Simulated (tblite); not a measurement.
Species: C₈H₁₆P (charge +1).
Geometry (GFN2-xTB, Å), atoms numbered from 1 in this order:
```xyz
25
C8H16P angstrom
C      0.7220    2.6375   -0.6332
C      0.5323    1.7661    0.3476
P      0.0236    0.0674    0.0692
C      1.0561   -1.0906    0.9585
C      2.3231   -1.3652    0.6438
C      3.0809   -0.7740   -0.4766
C     -1.7172   -0.1971    0.5737
C     -2.6027    0.8602   -0.0803
C     -2.1269   -1.6149    0.1794
H      0.5861    2.3764   -1.6713
H      1.0206    3.6532   -0.4328
H      0.6726    2.0268    1.3904
H      0.0734   -0.1473   -1.2942
H      0.5698   -1.5602    1.8050
H      2.8612   -2.0846    1.2487
H      3.9869   -0.3022   -0.0967
H      2.4926   -0.0345   -1.0205
H      3.4036   -1.5587   -1.1608
H     -1.7482   -0.0873    1.6662
H     -2.3169    1.8649    0.2269
H     -2.5434    0.7970   -1.1662
H     -3.6387    0.7000    0.2083
H     -1.4709   -2.3649    0.6181
H     -2.1115   -1.7323   -0.9030
H     -3.1394   -1.8115    0.5235
```

Computed values, GFN2-xTB/tblite, gas phase, harmonic and unscaled. Against measured fundamentals such values can be off by several per cent, at times by over 20. Modes of hydrogen on phosphorus can be 10 to 20 % off. One conformer, not necessarily the lowest.

Harmonic wavenumbers (cm⁻¹): 40.9, 56.9, 58.6, 114.3, 134.4, 143.0, 165.2, 187.4, 209.1, 220.2, 282.4, 296.9, 328.2, 368.4, 410.7, 508.4, 559.4, 689.5, 706.2, 749.8, 788.0, 806.7, 820.1, 906.5, 914.2, 916.8, 936.6, 973.3, 978.3, 991.5, 1000.5, 1009.9, 1042.0, 1072.1, 1120.6, 1158.5, 1208.9, 1213.6, 1221.5, 1257.2, 1286.4, 1374.8, 1382.9, 1409.0, 1421.1, 1429.9, 1448.4, 1467.2, 1476.9, 1479.7, 1486.7, 1637.7, 1642.6, 2383.5, 2887.4, 3003.6, 3006.2, 3021.2, 3025.3, 3026.1, 3026.2, 3028.2, 3028.7, 3030.3, 3051.2, 3053.4, 3060.5, 3089.2, 3125.4.

A = 1706, B = 1008, C = 696.8 MHz; mass 143.099 u (most abundant isotopes); point group C1, symmetry number 1.

**Question.** Zero-point energy?

**Answer.** ½Σν̃ = 46678 cm⁻¹ = 558.40 kJ/mol.

**Question.** Give the ideal-gas entropy at 350 K and 1 bar in the rigid-rotor, harmonic-oscillator model (classical rotation).

**Answer.** Translation 174.09, rotation 127.41, vibration 206.66: S = 508.2 J/(mol K).

**Question.** And Cp and H(350 K) − H(0)?

**Answer.** Cp = 231.04 J/(mol K), of which vibrations give 197.79 (their classical limit is 69 R = 573.7); H(350 K) − H(0) = 48.18 kJ/mol without the zero-point energy, 36.54 from vibrations.

**Question.** What must be added to the electronic energy to get the Gibbs energy at 350 K and 1 bar?

**Answer.** ZPE + [H(350 K) − H(0)] − T·S = 558.40 + 48.18 − 177.86 = 428.72 kJ/mol.

**Question.** Which modes carry the vibrational entropy at 350 K?

**Answer.** 40.9 cm⁻¹: 23.15; 56.9 cm⁻¹: 20.41; 58.6 cm⁻¹: 20.17; 114.3 cm⁻¹: 14.67; 134.4 cm⁻¹: 13.35; 143.0 cm⁻¹: 12.85 J/(mol K); the other 63 give 102.06 together.

**Question.** How do the functions run with temperature in this model?

**Answer.** 
```csv
T (K),S (J/(mol K)),Cp (J/(mol K)),H − H(0) (kJ/mol),G − H(0) (kJ/mol),ln q(vib)
100,316.1,102.6,6.65,-24.96,2.77
200,403.2,152.6,19.49,-61.14,6.75
300,474.7,204.4,37.30,-105.10,10.49
500,603.0,302.5,88.40,-213.12,17.58
800,768.5,401.0,195.17,-419.63,27.52
1000,863.0,445.2,280.00,-582.96,33.65
```

q(vib) and H(0) count from the zero-point level.

**Question.** Blend soft modes into free rotors: weight 1/[1 + (100 cm⁻¹/ν̃)⁴] for the oscillator and the rest for a rotor with moment μB/(μ + B), μ = h/(8π²ν), B = 10⁻⁴⁴ kg m². What vibrational entropy results?

**Answer.** 188.41 J/(mol K) in place of 206.66, which changes −T·S at 350 K by +6.39 kJ/mol.

Hindered rotation and anharmonicity are outside this model. Other conformers, if any are populated, would add a mixing term that is left out. The structure is chiral; the term R ln 2 for an equal mix with its mirror image is left out.

Hardware: one thread of an Arm Neoverse V1, no GPU (shared host). The figure is for the frequency step alone.
